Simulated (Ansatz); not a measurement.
The cluster Sn3⁻, relaxed as a doublet with UKS r2SCAN-D4/def2-SVPD in Ansatz, starting from the GFN2-xTB geometry. Force threshold 0.02 eV/Å.

In the def2 sets Sn takes a core potential; there is no spin–orbit coupling. The structure comes from a short search, and lower isomers may exist.

Start:

Cartesian coordinates in Å:
```
Sn -0.208 -0.134 1.646
Sn 1.034 1.023 -0.806
Sn -0.826 -0.890 -0.839
```

(1) Estimate the energy that the relaxation releases and the steps that it takes.

(2) Does the start keep its bonding and symmetry?

(3) Predict the relaxed structure.

## Answers

(1) 0.08 eV, in 4 steps; 7.5 s on 4 threads of AMD EPYC 9R45 on a shared host. No frequencies were taken in this run, so the end may be a saddle point.

(2) By distances, no bond broke or formed. The bond that changes most is Sn2–Sn3, from 2.67 to 2.78 Å (atoms count from 1). Point group C2v at the start, C2v at the end, both within 0.05 Å.

(3) 
| atom | x (Å) | y (Å) | z (Å) |
| --- | --- | --- | --- |
| Sn1 | -0.185 | -0.108 | 1.670 |
| Sn2 | 1.058 | 1.049 | -0.783 |
| Sn3 | -0.874 | -0.941 | -0.887 |
Bond lengths (bridged metal pairs left out): 3 × Sn–Sn 2.78 to 2.98 Å.
